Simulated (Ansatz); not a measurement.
Consider the cleavage of the Si–Si bond: `C=C[SiH2][SiH2]C` + CH₃NH₂ → `C=C[SiH2]NC` + `C[SiH3]`.

Program: Ansatz. Geometries: PBE0-D4/def2-TZVP. ΔE: electronic, gas phase. CCSD(T)/CBS adds triple-zeta CCSD(T) − MP2 to the extrapolated MP2 energy (def2 sets, frozen cores). This one scheme is used for every species. DFT in def2-TZVPP. B3LYP here is the variant with VWN-RPA as its local correlation; programs differ in this. Each species was taken in one conformer, which may not be the lowest.

```csv
level,ΔE (kJ/mol),difference from CCSD(T)/CBS
PBE-D4,-32.7,17.7
r2SCAN-D4,-46.0,4.4
B3LYP-D4,-50.7,-0.3
ωB97X-V,-50.5,-0.1
ωB97M-V,-56.3,-5.9
r2SCAN,-46.3,4.1
PBE0,-38.8,11.6
MP2/def2-TZVPP,-57.9,-7.5
SCS-MP2/def2-TZVPP,-60.0,-9.6
CCSD/def2-TZVPP,-53.5,-3.1
CCSD(T)/def2-TZVPP,-51.4,-1.0
HF/def2-QZVPP,-67.2,-16.8
MP2/def2-QZVPP,-57.6,-7.2
SCS-MP2/def2-QZVPP,-59.7,-9.3
MP2/CBS(def2),-56.9,-6.5
CCSD/CBS(def2),-52.6,-2.2
CCSD(T)/CBS,-50.4,0
```

Largest T1 diagnostic among the species: 0.012.

From PBE to PBE0 (25 % exact exchange), in def2-TZVPP and without D4, ΔE moves by −5.7 kJ/mol. In def2-TZVPP, CCSD(T) changes the Hartree–Fock value by +14.9 kJ/mol (the triples alone add +2.1 kJ/mol) and MP2 by +8.4 kJ/mol.

CCSD(T)/CBS has its own doubt, a few kJ/mol and more with outer-core shells, so smaller differences from it don't rank the levels.
